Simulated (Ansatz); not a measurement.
Basis-set series for C2H4OSi, SMILES `[SiH3]C1=CO1`. The species carries charge 0 and has multiplicity 1. The structure was optimised at the PBE0-D4/def2-TZVP level.

```tsv
functional	basis	functions	energy (Eh)	HOMO (eV)	LUMO (eV)
PBE0-D4	def2-TZVPP	191	-442.96193	-6.30	-1.42
PBE0-D4	def2-QZVPP	361	-442.98043	-6.35	-1.49
ωB97M-V	def2-TZVPP	191	-443.17811	-8.57	0.77
ωB97M-V	def2-QZVPP	361	-443.19531	-8.61	0.63
```

Give the rows for def2-SVP. (Best estimate.)

The calculation gave: 
```
functional     basis  functions  energy (Eh)  HOMO (eV)  LUMO (eV)
   PBE0-D4  def2-SVP         80   -442.67962      -6.17      -1.21
   ωB97M-V  def2-SVP         80   -442.88848      -8.42       1.08
```

Positive LUMOs are unbound and depend on the basis.

Program: Ansatz 0.2.0.
